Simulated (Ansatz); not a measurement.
Relaxation of C2H3BF2Ge (9 atoms, charge 0, multiplicity 1), to a largest force component of 0.02 eV/Å in at most 50 steps.

The calculation used RKS PBE/def2-SVP in Ansatz 0.2.0.

```xyz
9
Properties=species:S:1:pos:R:3:forces:R:3
F -2.218 -0.855 1.411 -1.74 0.36 0.73
Ge -0.695 -1.300 0.793 2.19 -0.55 -0.58
B 0.103 0.234 -0.242 0.96 1.19 -0.60
C 1.145 0.780 -1.262 -5.36 2.38 5.38
C 0.388 1.681 -0.456 0.84 -0.55 -0.55
F 0.141 2.990 -0.080 0.78 -2.03 -1.12
H 0.253 -1.675 1.988 -0.28 0.05 -0.07
H -0.815 -2.501 -0.155 -0.34 -0.40 -0.04
H 1.785 0.599 -2.014 2.96 -0.44 -3.14
```

Question: Where does it end, and by what steps?

Answer: It converged. The force dipped under the threshold on the way, but the program's further checks kept it going. After 12 steps the energy has fallen by 0.662 eV; F6 moved furthest, 0.52 Å.

| step | energy less start (eV) | largest force component (eV/Å) | accepted |
| --- | --- | --- | --- |
| 0 | 0.0000 | 5.378 | yes |
| 1 | -0.5473 | 1.536 | yes |
| 2 | -0.6380 | 0.582 | yes |
| 3 | -0.6489 | 0.277 | yes |
| 4 | -0.6484 | 0.247 | no |
| 5 | -0.6547 | 0.075 | yes |
| 6 | -0.6577 | 0.014 | yes |
| 7 | -0.6592 | 0.164 | yes |
| 8 | -0.6605 | 0.079 | yes |
| 9 | -0.6607 | 0.066 | yes |
| 10 | -0.6613 | 0.026 | yes |
| 11 | -0.6616 | 0.032 | yes |
| 12 | -0.6617 | 0.018 | yes |

```xyz
9
Properties=species:S:1:pos:R:3
F -2.062 -0.835 1.727
Ge -0.657 -1.349 0.780
B 0.146 0.271 -0.166
C 1.200 0.845 -1.086
C 0.287 1.692 -0.559
F -0.033 2.969 -0.571
H 0.321 -1.989 1.805
H -1.192 -2.424 -0.206
H 2.079 0.775 -1.743
```

Whether the end is a true minimum wasn't checked by a vibrational analysis.

Run time: 25 s on 2 threads of AMD EPYC 7B13 (Zen 3) (shared host), peak memory 0.18 GiB.
